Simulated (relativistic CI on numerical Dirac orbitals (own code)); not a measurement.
# Hyperfine structure of V II, mass number 51

Method of calculation: Dirac-Coulomb-Breit CI, KLI orbitals optimised for each configuration, model QED, valence Slater integrals scaled by 0.85, P86 correlation energy added to each configuration (own radial code, finite nucleus).

Configurations in the expansion (outside the closed core [Ar]): 3d4, 3d3.4s, 3d3.4p, 3d2.4s2, 3d2.4s.4p, 3d3.5s, 3d3.4d, 3d3.5p, 3d3.4f, 3d3.5d, 3d3.5f, 3d3.5g, 3d2.4p2, 3d2.4s.5s. Levels of other configurations are missing.

Nuclear spin I = 7/2, μ = 5.1464 μN, Q = -0.052 b (tables of Stone and Pyykkö). The electronic factors are computed for point nuclear moments, without core polarisation; leaving it out makes A of s and p electrons in near-neutral atoms 20 to 40 % too small, and it can dominate for d and f shells.

```csv
Level,E (cm⁻¹),A (MHz),B (MHz)
3d4 5D_1,29.8,79.85,-5.6
3d4 5D_2,88.2,105.3,-3.45
3d4 5D_3,173.2,142.1,4.01
3d4 5D_4,282.2,189.1,16.2
3d3.4s 5F_1,918.2,-578.6,2.22
3d3.4s 5F_2,993.9,357.6,1.63
3d3.4s 5F_3,1106.3,591,2.99
3d3.4s 5F_4,1253.8,685.3,5.6
```

Levels with J = 0, under 50 % of one LS term, or S terms without an open s electron are left out. Small factors come from cancelling terms and can be off by tens of per cent or more.

Correlation outside the listed configurations is missing or only estimated: errors of thousands of cm⁻¹ between configurations and terms are usual at this charge. Rates and lifetimes follow the computed energies and can be off by large factors. The fine structure of a lone outer electron comes out too small, for d and f at times inverted, and misplaced configurations move strength between like terms. 33 of the 33 excited levels that our extract of the measured tables holds in this range could be paired (the sources list more); they are missed by 2268 cm⁻¹ on average and 3453 at most, and levels without a partner can miss by more.

(1) Give the hyperfine levels of 3d4 5D_1 relative to its centre of gravity.

Results:

(1) With K = F(F + 1) − I(I + 1) − J(J + 1), E = AK/2 + B[¾K(K + 1) − I(I + 1)J(J + 1)]/[2I(2I − 1)J(2J − 1)]: F = 5/2: -362.3, F = 7/2: -75.85, F = 9/2: 278.1 MHz.
